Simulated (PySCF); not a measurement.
Solvent effects on NMR parameters

Geometry:
```tsv
atom	x (Å)	y (Å)	z (Å)
C1	3.146	0.088	-0.296
C2	1.778	0.506	0.220
C3	0.626	-0.237	-0.443
C4	-0.742	0.178	0.076
C5	-1.897	-0.556	-0.589
C6	-3.253	-0.105	-0.102
F7	-3.432	1.237	-0.350
H8	3.237	0.269	-1.379
H9	3.956	0.641	0.203
H10	3.325	-0.987	-0.127
H11	1.729	0.348	1.312
H12	1.639	1.591	0.071
H13	0.668	-0.074	-1.535
H14	0.761	-1.325	-0.300
H15	-0.883	1.262	-0.071
H16	-0.785	0.015	1.169
H17	-1.849	-0.415	-1.683
H18	-1.815	-1.643	-0.414
H19	-4.061	-0.660	-0.608
H20	-3.353	-0.265	0.987
```

GIAO PBE0/pcSseg-1 in PySCF 2.14.0 with density-fitted response routines on one PBE0-D3(BJ)/def2-SVP conformer, non-relativistic, equivalent nuclei averaged. Solvents enter as an IEF-PCM continuum (cyclohexane with ε = 2.0, dichloromethane with ε = 8.9) around the gas-phase geometry. Shifts are referred to TMS, CFCl3 computed in the same medium.

Gas phase, δ in ppm: C6 84.3, C3 36.1, C5 34.9, C4 29.8, C2 27.1, C1 16.6, F7 -243.6, H19/H20 4.45, H17/H18 1.38, H15/H16 1.32, H11/H12 1.24, H13/H14 1.05, H8/H9/H10 1.02. Dipole moment 1.73 D.

Q: How does each δ change in the continuum?

A: 
| atoms | environment | Δδ, cyclohexane | Δδ, dichloromethane |
| --- | --- | --- | --- |
| C6 | sp3 CH2 bonded to F | +0.8 | +1.8 |
| C3 | sp3 CH2 | +0.2 | +0.4 |
| C5 | sp3 CH2 | +0.1 | +0.3 |
| C4 | sp3 CH2 | +0.3 | +0.6 |
| C2 | sp3 CH2 | +0.3 | +0.6 |
| C1 | methyl carbon | +0.1 | +0.3 |
| F7 | fluorine on an sp3 carbon | -2.4 | -5.0 |
| H19/H20 | hydrogen on an sp3 CH2 bonded to F | +0.07 | +0.15 |
| H17/H18 | hydrogen on an sp3 CH2 | +0.04 | +0.09 |
| H15/H16 | hydrogen on an sp3 CH2 | -0.02 | -0.05 |
| H11/H12 | hydrogen on an sp3 CH2 | 0.00 | -0.01 |
| H13/H14 | hydrogen on an sp3 CH2 | +0.01 | +0.02 |
| H8/H9/H10 | hydrogen on a methyl carbon | -0.01 | -0.01 |

Changes are relative to the gas phase. The dipole moment becomes 1.89 D in cyclohexane, 2.11 D in dichloromethane.

Q: Which nuclei move most (in ppm), and what does the model miss?

A: F7 (fluorine on an sp3 carbon, -5.0 ppm) in dichloromethane. A continuum only polarises the solute; specific hydrogen bonds, the anisotropy of aromatic solvents and changes of geometry or conformer are outside it.
